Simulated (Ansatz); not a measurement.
`O[SiH2]C(F)[TeH]` + `C=NCF` → `C=NC[TeH]` + `O[SiH2]C(F)F`  (formal exchange of groups at a Te–C bond)

Computed with Ansatz on PBE0-D4/def2-TZVP structures; ΔE is electronic, products minus reactants. CBS: MP2 limit from def2 TZ/QZ plus the TZ coupled-cluster correction, frozen cores. Functionals use def2-TZVPP. B3LYP here is the variant with VWN-RPA as its local correlation; programs differ in this. def2 core potentials past Kr. For Te outer-core shells are correlated without core-valence functions, which leaves a few kJ/mol of doubt a bond. One conformer a species, not always the lowest.

```json
{"level": "B2PLYP", "ΔE (kJ/mol)": "0.8"}
{"level": "r2SCAN", "ΔE (kJ/mol)": "2.6"}
{"level": "B3LYP", "ΔE (kJ/mol)": "0.6"}
{"level": "MP2/def2-TZVPP", "ΔE (kJ/mol)": "0.4"}
{"level": "SCS-MP2/def2-TZVPP", "ΔE (kJ/mol)": "1.3"}
{"level": "CCSD(T)/def2-TZVPP", "ΔE (kJ/mol)": "3.1"}
{"level": "HF/def2-QZVPP", "ΔE (kJ/mol)": "3.0"}
{"level": "HF/CBS(def2)", "ΔE (kJ/mol)": "3.0"}
```

What does CCSD(T)/CBS give? (Best estimate.)

Ansatz gave: +5.0 kJ/mol. The listed levels differ from it by -4.2, -2.4, -4.4, -4.6, -3.7, -1.9, -2.0, -2.0 kJ/mol.

Largest T1 diagnostic among the species: 0.012.
